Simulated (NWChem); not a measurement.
The numbers come from NWChem runs, not from measurements. System: H3BS, charge 0, spin multiplicity 1, at a geometry optimised with PBE0/def2-SVP. The structure started from a generated list of species. Level: EOM-CCSD/def2-SVPD, 6 core orbitals frozen.

NWChem printed:

```
             Northwest Computational Chemistry Package (NWChem) 7.3.0
             --------------------------------------------------------

                                NWChem Input Module
                                -------------------

 Scaling coordinates for geometry "geometry" by  1.889725989
 (inverse scale =  0.529177249)

 Turning off AUTOSYM since
 SYMMETRY directive was detected!

                             Geometry "geometry" -> ""
                             -------------------------

 Output coordinates in angstroms (scale by  1.889725989 to convert to a.u.)

  No.       Tag          Charge          X              Y              Z
 ---- ---------------- ---------- -------------- -------------- --------------
    1 B                    5.0000     0.79636600     0.91785700     0.00000000
    2 H                    1.0000     0.36797700     2.04375000     0.00000000
    3 H                    1.0000     1.97447400     0.66977800     0.00000000
    4 S                   16.0000    -0.42025700    -0.36633500     0.00000000
    5 H                    1.0000     0.39982900    -1.44144600     0.00000000

 Effective nuclear repulsion energy (a.u.)      42.8799726110

            Nuclear Dipole moment (a.u.)
            ----------------------------
        X                 Y               Z
 ---------------- ---------------- ----------------
    -0.0000037795     0.0000132281     0.0000000000

      Symmetry information
      --------------------

 Group name             Cs
 Group number              2
 Group order               2
 No. of unique centers     5

      Symmetry unique atoms

     1    2    3    4    5


 Summary of "ao basis" -> "" (spherical)
 ------------------------------------------------------------------------------
       Tag                 Description            Shells   Functions and Types
 ---------------- ------------------------------  ------  ---------------------
 *                         def2-svpd                  on all atoms

 Summary of "ao basis" -> "ao basis" (spherical)
 ------------------------------------------------------------------------------
       Tag                 Description            Shells   Functions and Types
 ---------------- ------------------------------  ------  ---------------------
 B                         def2-svpd                 8       20   4s2p2d
 H                         def2-svpd                 4        8   2s2p
 S                         def2-svpd                11       27   5s4p2d
[...]
   0.0475961697168   0.3227128792041    8.78147     0.3     0.3

 Iteration   5 using   10 trial vectors
   0.0451664028163   0.2657869481901    7.23243
   0.0468371940903   0.3173553979348    8.63568     0.3     0.3

 Iteration   6 using   12 trial vectors
   0.0286369918855   0.2640130937350    7.18416
   0.0391152152334   0.3140258333189    8.54508     0.3     0.3

 Iteration   7 using   14 trial vectors
   0.0209720436462   0.2628414476180    7.15228
   0.0491143210817   0.3103498603250    8.44505     0.3     0.3

 Iteration   8 using   16 trial vectors
   0.0293271547812   0.2617249234935    7.12190
   0.1343860547408   0.2714345721784    7.38611     0.3     0.3

 Iteration   9 using   18 trial vectors
   0.0705908110547   0.2523936891575    6.86798
   0.0141132185874   0.2626009972871    7.14574     0.3     0.3

 Iteration  10 using   20 trial vectors
   0.0423252794426   0.2496871311885    6.79434
   0.0086337607009   0.2620622282109    7.13108     0.3     0.3

 Iteration  11 using   22 trial vectors
   0.0529281838277   0.2442828209258    6.64728
   0.0133108666703   0.2618820178787    7.12618     0.3     0.3

 Iteration  12 using   24 trial vectors
   0.0460317624251   0.2400693349672    6.53262
   0.0186005838455   0.2615282593274    7.11655     0.3     0.3

 Iteration  13 using   26 trial vectors
   0.0243114771100   0.2380571495282    6.47787
   0.0138830387742   0.2609894916892    7.10189     0.3     0.3

 Iteration  14 using   28 trial vectors
   0.0123292280929   0.2375134156828    6.46307
   0.0082803583046   0.2609190094299    7.09997     0.3     0.3

 Iteration  15 using   30 trial vectors
   0.0058911218125   0.2374285602763    6.46076
   0.0045649624156   0.2608136923702    7.09710     0.3     0.3

 Iteration  16 using   32 trial vectors
   0.0026580412096   0.2373647206787    6.45903
   0.0023149340122   0.2607513811939    7.09541     0.3     0.3

 Iteration  17 using   34 trial vectors
   0.0012541788122   0.2373870855117    6.45963
   0.0012410953993   0.2607587908233    7.09561     0.3     0.3

 Iteration  18 using   36 trial vectors
   0.0006691120872   0.2373908318207    6.45974
   0.0007563080421   0.2607682875294    7.09587     0.3     0.3

 Iteration  19 using   38 trial vectors
   0.0003185841506   0.2373894857138    6.45970
   0.0003960322810   0.2607644442507    7.09576     0.3     0.3

 Iteration  20 using   40 trial vectors
   0.0001370461446   0.2373893487902    6.45970
   0.0001847394586   0.2607645724767    7.09577     0.3     0.3

 Iteration  21 using   42 trial vectors
   0.0000555814740   0.2373912506964    6.45975
   0.0000821689880   0.2607649864468    7.09578     0.4     0.4

 Iteration  22 using   44 trial vectors
   0.0000226812312   0.2373906395377    6.45973
   0.0000375117804   0.2607648479743    7.09578     0.3     0.3

 Iteration  23 using   46 trial vectors
   0.0000096020420   0.2373907416337    6.45973
   0.0000174096548   0.2607646567501    7.09577     0.3     0.3

 Iteration  24 using   47 trial vectors
   0.0000039560339   0.2373907681969    6.45973
   0.0000072197877   0.2607647547975    7.09577     0.2     0.2
 --------------------------------------------------------------
 Iterations converged
 ------------------

 Excited state root  1
 Excitation energy / hartree =        0.237390768196854
                   / eV      =        6.459734223887866
 largest EOMCCSD amplitudes: R1 and R2

 Singles contributions
    14a"  (alpha) ---     9a'  (alpha)       -0.1500450991
    14a"  (alpha) ---    10a'  (alpha)        0.1680734306
    14a"  (alpha) ---    11a'  (alpha)       -0.8417948830
    17a"  (alpha) ---    11a'  (alpha)        0.2537439237
    24a"  (alpha) ---    11a'  (alpha)        0.1141368485

 Doubles contributions
 ------------------

 Excited state root  2
 Excitation energy / hartree =        0.260764754797515
                   / eV      =        7.095773031714566
 largest EOMCCSD amplitudes: R1 and R2

 Singles contributions
    13a'  (alpha) ---    12a"  (alpha)        0.5240874210
    15a'  (alpha) ---    12a"  (alpha)        0.1532549139
    18a'  (alpha) ---    12a"  (alpha)       -0.4398395708
    19a'  (alpha) ---    12a"  (alpha)        0.2382662150
    21a'  (alpha) ---    12a"  (alpha)        0.1116257255
    22a'  (alpha) ---    12a"  (alpha)        0.1843818865
    14a"  (alpha) ---    10a'  (alpha)        0.4721147353
    17a"  (alpha) ---    10a'  (alpha)       -0.1449615602

 Doubles contributions

 Task  times  cpu:       20.2s     wall:       20.2s

 Total times  cpu:       20.2s     wall:       20.2s
```

### Question
Write an NWChem input that would produce this output.

### Answer
Several could match; the one computed here: 
```
start mol
memory heap 100 mb stack 700 mb global 1900 mb
geometry units angstroms nocenter noautoz
  B      0.796366     0.917857     0.000000
  H      0.367977     2.043750     0.000000
  H      1.974474     0.669778     0.000000
  S     -0.420257    -0.366335     0.000000
  H      0.399829    -1.441446     0.000000
  symmetry group Cs
end
basis spherical
  * library def2-svpd
end
scf
  rhf
  nopen 0
  maxiter 100
  thresh 1e-7
  semidirect memsize 60000000 filesize 0
end
tce
  freeze core 6
  ccsd
  nroots 2
  2eorb
  2emet 13
  thresh 1e-5
  maxiter 200
  tilesize 24
end
task tce energy
```
